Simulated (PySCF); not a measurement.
Species: C5H7BO.
SMILES with atom numbers: `[CH3:1][O:2][C:3]1=[CH:4][CH:5]=[CH:6][BH:7]1` (hydrogens: H8, H9, H10 on C1; H11 on C4; H12 on C5; H13 on C6; H14 on B7)

Geometry (BHandHLYP/cc-pVDZ, Å), atoms numbered from 1 in this order:
```
atom  x, y, z in Å
C1    -2.4112   -0.0445   -0.2674
O2    -1.3245   -0.9239   -0.4188
C3    -0.1026   -0.4504   -0.1231
C4     1.0123   -1.1848   -0.2280
C5     2.1974   -0.3654    0.1737
C6     1.8927    0.8932    0.5394
B7     0.3544    1.0078    0.3987
H8    -3.3027   -0.6032   -0.5518
H9    -2.3160    0.8314   -0.9181
H10   -2.5168    0.2933    0.7691
H11    1.0728   -2.2163   -0.5522
H12    3.1983   -0.7904    0.1581
H13    2.6280    1.6189    0.8601
H14   -0.3532    1.9443    0.6199
```

Level of theory: BHandHLYP/cc-pVDZ geometry optimisation, gas phase (PySCF).

Masses are those of the commonest isotopes; rigid-rotor values at the optimised geometry. The values belong to one conformer with, in the numbering `[CH3:1][O:2][C:3]1=[CH:4][CH:5]=[CH:6][BH:7]1`, C1–O2–C3–C4 180°.

(1) Give the principal moments of inertia and the rotational constants in MHz.

(2) Classify the top.

(3) What does the inertial defect say?

(4) Give the other two planar moments, Paa and Pbb, and the rms extents of the mass along the axes.

(5) List the rotational levels J(Ka,Kc) to J = 3 (MHz).

(6) Which lines would a microwave search look for?

Answers

(1) Ia = 70.28, Ib = 262.56, Ic = 329.64 u·Å²; 505379 MHz·u·Å²/I gives A = 7191, B = 1925, C = 1533 MHz.

(2) An asymmetric top; Ray's κ = -0.862.

(3) Not planar: Δ = Ic − Ia − Ib = -3.20 u·Å². For a rigid frame Δ = −2 Σ m c², so Σ m c² = 1.60 u·Å² lies off the ab plane, practically all of it from hydrogen. The atom farthest from that plane is 0.89 Å away.

(4) Paa = Σ m a² = (Ib + Ic − Ia)/2 = 260.96 and Pbb = Σ m b² = (Ia + Ic − Ib)/2 = 68.68 u·Å². With the mass M = 94.06 u, the rms extents √(P/M) along a, b and c are 1.67, 0.85, 0.13 Å.

(5) Above 0(0,0):
J = 1: 1(0,1) 3458, 1(1,1) 8724, 1(1,0) 9116
J = 2: 2(0,2) 10353, 2(1,2) 15248, 2(1,1) 16423, 2(2,1) 32222, 2(2,0) 32243
J = 3: 3(0,3) 20643, 3(1,3) 25022, 3(1,2) 27371, 3(2,2) 42596, 3(2,1) 42701, 3(3,1) 69920, 3(3,0) 69920
The levels of one J sum to (2J + 1)J(J + 1)(A + B + C)/3.

(6) The dipole components are |μa| = 0.48 D, |μb| = 0.57 D, |μc| = 0.00 D; the mirror of this Cs structure is the ab plane, so μc vanishes by symmetry and there are no c-type lines. The squared components, which scale the intensities, stand as 0.71 : 1.00 (a : b). Some lines, for components of 0.1 D or more:

```
type  branch         J(Ka,Kc)    MHz  lower level (cm⁻¹)
   a       Q  1(1,0) ← 1(1,1)    392               0.291
   a       Q  2(1,1) ← 2(1,2)   1175               0.509
   b       R  2(0,2) ← 1(1,1)   1629               0.291
   a       R  1(0,1) ← 0(0,0)   3458               0.000
   b       R  3(0,3) ← 2(1,2)   5394               0.509
   b       Q  2(1,1) ← 2(0,2)   6071               0.345
   a       R  2(1,2) ← 1(1,1)   6524               0.291
   b       Q  3(1,2) ← 3(0,3)   6728               0.689
   b       Q  4(1,3) ← 4(0,4)   7674               1.143
   a       R  3(1,2) ← 2(1,1)  10948               0.548
   b       R  2(1,2) ← 1(0,1)  11791               0.115
   a       R  4(3,1) ← 3(3,0)  13876               2.332
   a       R  4(2,2) ← 3(2,1)  14022               1.424
   b       Q  3(2,1) ← 3(1,2)  15330               0.913
   b       R  4(1,4) ← 3(0,3)  17388               0.689
   b       Q  3(2,2) ← 3(1,3)  17574               0.835
   b       Q  4(2,3) ← 4(1,4)  18381               1.269
   b       Q  4(3,1) ← 4(2,2)  27073               1.892
   b       Q  3(3,0) ← 3(2,1)  27219               1.424
   b       R  4(2,3) ← 3(1,2)  29040               0.913
   b       R  3(3,1) ← 2(2,0)  37676               1.076
   b       R  4(3,2) ← 3(2,1)  41091               1.424
```

Stationary, but not proved a minimum. Constants of a rigid frame at the computed geometry: no zero-point averaging, no centrifugal distortion. A rigid rotor knows nothing of internal rotation, which can split or shift real lines. Quadrupole hyperfine structure (11B) is left out.
